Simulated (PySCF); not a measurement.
## How methods differ on the excitation energy of Pr⁺

Pr⁺ [Xe] 4f3 6s1 (high-spin determinant) → Pr⁺ [Xe] 4f2 5d1 6s1 (high-spin determinant), as a difference of total energies. Calculation: PySCF 2.14, in cc-pVDZ-X2C; the spin-free X2C one-electron Hamiltonian (Gaussian nucleus). Correlated levels: valence: [Kr] 4d10 frozen; valence and next inner shell: [Ar] 3d10 frozen. The calculations carry no spin-orbit coupling.

```csv
method,excitation energy (eV)
UHF,-0.055
LDA,2.076
PBE,1.942
PBE0,1.511
r2SCAN,1.985
MP2 (valence),0.562
SCS-MP2 (valence),0.373
MP2 (valence and next inner shell),0.365
SCS-MP2 (valence and next inner shell),0.196
```

Task: How much does correlation contribute at MP2 (valence and next inner shell)?

Result: 0.365 − (-0.055) = 0.420 eV, measured against UHF.

A first-order spin-orbit estimate (lowest level to lowest level, LS coupling) adds -0.076 eV.

The determinant of the upper state and of the lower state mixes LS terms, which raises its energy above the lowest term, most at the Hartree-Fock and MP2 levels.
